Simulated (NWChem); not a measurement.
# CH₃ClOSi; SMILES O=C[SiH2]Cl

```xyz
7

O      0.1607    -2.5572     0.0000
C      0.5933    -1.4195     0.0000
Si    -0.6828     0.0455     0.0000
Cl     0.3092     1.8777     0.0000
H      1.7106    -1.2093     0.0000
H     -1.5310    -0.0747    -1.2310
H     -1.5310    -0.0747     1.2310
```
Atoms are numbered in this order, from 1.

Computed with NWChem. Pople sets run with spherical d functions. Coordinates come from a PBE-D3(BJ)/def2-SVP optimisation. Atomic charges in e: unrestrained fits to the electrostatic potential beside Mulliken populations; buried atoms are poorly determined by the fit.

Question: What does the run give for Hartree-Fock/6-31G*? Quantities: ESP O1; Mulliken O1; ESP C2; Mulliken C2; ESP Si3; Mulliken Si3; ESP Cl4; Mulliken Cl4; relative RMS misfit of the potential (%).

Answer: 
```
Item                                      Value
----------------------------------------  -----
ESP O1                                    -0.46
Mulliken O1                               -0.46
ESP C2                                     0.35
Mulliken C2                                0.05
ESP Si3                                    0.56
Mulliken Si3                               0.81
ESP Cl4                                   -0.28
Mulliken Cl4                              -0.37
relative RMS misfit of the potential (%)     24
```
